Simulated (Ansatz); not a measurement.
A short molecular-dynamics run on Sc2N2 (the lowest singlet isomer of a short search).

```yaml
crystal:
  periodic: [false, false, false]
  atoms:
    - {symbol: Sc, position_ang: [1.096062, 0.366946, 0.696738]}
    - {symbol: Sc, position_ang: [-1.096104, -0.366853, -0.696712]}
    - {symbol: N, position_ang: [0.497920, 0.542543, -1.068983]}
    - {symbol: N, position_ang: [-0.497868, -0.542636, 1.068958]}
basis:
  gaussian: {orbitals: def2-SVP}
hamiltonian: {xc: {name: PBE}, dispersion: d3bj}
md: {timestep: 2 fs, n_steps: 15, ensemble: nvt_nose_hoover, temperature: 1500, initial_velocities: maxwell_boltzmann, seed: 620}
scf: {omitted_lower_state_checks: [starts]}
```

```sh
$ ansatz run in.yaml --threads 4 --pin off --events-out ev --progress --plain --max-ram 3916MiB
```

```
step  time (fs)  potential energy (eV)  kinetic (eV)  T (K)  conserved (eV)
   0        0.0            -44357.5893        0.3878   1500     -44357.2015
   1        2.0            -44357.5573        0.3559   1377     -44357.2014
   2        4.0            -44357.4860        0.2858   1105     -44357.2002
   3        6.0            -44357.3945        0.1962    759     -44357.1984
   4        8.0            -44357.3119        0.1154    446     -44357.1967
   5       10.0            -44357.2648        0.0692    268     -44357.1959
   6       12.0            -44357.2649        0.0688    266     -44357.1965
   7       14.0            -44357.3035        0.1062    411     -44357.1980
   8       16.0            -44357.3580        0.1596    617     -44357.1995
   9       18.0            -44357.4041        0.2055    795     -44357.2004
  10       20.0            -44357.4264        0.2286    884     -44357.2005
  11       22.0            -44357.4217        0.2254    872     -44357.1999
  12       24.0            -44357.3970        0.2026    784     -44357.1991
  13       26.0            -44357.3646        0.1720    665     -44357.1982
  14       28.0            -44357.3374        0.1464    566     -44357.1975
  15       30.0            -44357.3258        0.1360    526     -44357.1972
```

Velocities are drawn at the set temperature; a run this short doesn't reach equilibrium.

Frames (Å, forces in eV/Å):

```xyz
4
time=0.0 fs
Sc    1.096    0.367    0.697    0.218    0.073    0.139
Sc   -1.096   -0.367   -0.697   -0.218   -0.073   -0.139
N     0.498    0.543   -1.069    0.030    0.034   -0.066
N    -0.498   -0.543    1.069   -0.031   -0.033    0.066
4
time=2.0 fs
Sc    1.088    0.364    0.687    0.513    0.117    0.580
Sc   -1.080   -0.362   -0.689   -1.268   -0.466   -0.613
N     0.485    0.538   -1.059    0.551    0.381   -0.419
N    -0.510   -0.543    1.064    0.205   -0.032    0.452
4
time=4.0 fs
Sc    1.080    0.361    0.678    0.818    0.162    1.028
Sc   -1.065   -0.358   -0.681   -2.330   -0.874   -1.081
N     0.473    0.534   -1.051    1.078    0.739   -0.768
N    -0.521   -0.543    1.061    0.434   -0.027    0.822
4
time=6.0 fs
Sc    1.073    0.358    0.670    1.119    0.211    1.451
Sc   -1.052   -0.354   -0.675   -3.276   -1.247   -1.492
N     0.464    0.533   -1.045    1.526    1.050   -1.073
N    -0.532   -0.543    1.059    0.631   -0.014    1.114
4
time=8.0 fs
Sc    1.066    0.355    0.664    1.394    0.261    1.812
Sc   -1.041   -0.352   -0.670   -3.965   -1.523   -1.794
N     0.459    0.534   -1.042    1.801    1.253   -1.287
N    -0.540   -0.544    1.061    0.770    0.009    1.270
4
time=10.0 fs
Sc    1.061    0.353    0.659    1.620    0.311    2.073
Sc   -1.034   -0.351   -0.666   -4.289   -1.650   -1.950
N     0.460    0.539   -1.042    1.834    1.297   -1.371
N    -0.547   -0.544    1.067    0.835    0.042    1.248
4
time=12.0 fs
Sc    1.058    0.350    0.655    1.772    0.358    2.206
Sc   -1.031   -0.351   -0.664   -4.206   -1.607   -1.945
N     0.465    0.547   -1.046    1.610    1.164   -1.304
N    -0.551   -0.544    1.075    0.824    0.084    1.043
4
time=14.0 fs
Sc    1.055    0.348    0.654    1.839    0.401    2.199
Sc   -1.031   -0.353   -0.664   -3.763   -1.409   -1.792
N     0.475    0.559   -1.054    1.178    0.877   -1.092
N    -0.553   -0.544    1.087    0.746    0.131    0.685
4
time=16.0 fs
Sc    1.055    0.347    0.654    1.817    0.437    2.055
Sc   -1.035   -0.356   -0.665   -3.070   -1.103   -1.526
N     0.488    0.573   -1.064    0.628    0.489   -0.761
N    -0.552   -0.544    1.100    0.624    0.177    0.232
4
time=18.0 fs
Sc    1.056    0.346    0.656    1.716    0.466    1.800
Sc   -1.041   -0.360   -0.668   -2.253   -0.744   -1.193
N     0.503    0.588   -1.077    0.058    0.061   -0.357
N    -0.550   -0.543    1.115    0.479    0.216   -0.251
4
time=20.0 fs
Sc    1.058    0.345    0.660    1.552    0.486    1.469
Sc   -1.049   -0.364   -0.671   -1.426   -0.381   -0.836
N     0.518    0.604   -1.091   -0.459   -0.352    0.074
N    -0.547   -0.542    1.128    0.333    0.246   -0.707
4
time=22.0 fs
Sc    1.062    0.344    0.665    1.344    0.497    1.099
Sc   -1.059   -0.369   -0.676   -0.661   -0.047   -0.491
N     0.532    0.618   -1.105   -0.882   -0.715    0.488
N    -0.543   -0.539    1.140    0.199    0.264   -1.096
4
time=24.0 fs
Sc    1.067    0.344    0.671    1.111    0.498    0.724
Sc   -1.069   -0.374   -0.680    0.001    0.242   -0.181
N     0.543    0.631   -1.117   -1.198   -1.008    0.853
N    -0.538   -0.536    1.148    0.086    0.269   -1.396
4
time=26.0 fs
Sc    1.073    0.345    0.677    0.866    0.488    0.367
Sc   -1.079   -0.378   -0.685    0.549    0.480    0.078
N     0.551    0.641   -1.127   -1.410   -1.227    1.150
N    -0.533   -0.533    1.153   -0.005    0.260   -1.595
4
time=28.0 fs
Sc    1.080    0.346    0.684    0.620    0.467    0.041
Sc   -1.088   -0.383   -0.690    0.982    0.669    0.282
N     0.556    0.647   -1.134   -1.528   -1.373    1.369
N    -0.528   -0.528    1.154   -0.074    0.237   -1.693
4
time=30.0 fs
Sc    1.087    0.347    0.691    0.378    0.438   -0.246
Sc   -1.097   -0.386   -0.695    1.306    0.812    0.428
N     0.556    0.650   -1.137   -1.560   -1.448    1.507
N    -0.524   -0.523    1.149   -0.123    0.198   -1.689
```

Run time 19 s (4 threads of Arm Neoverse V2 on a shared host).
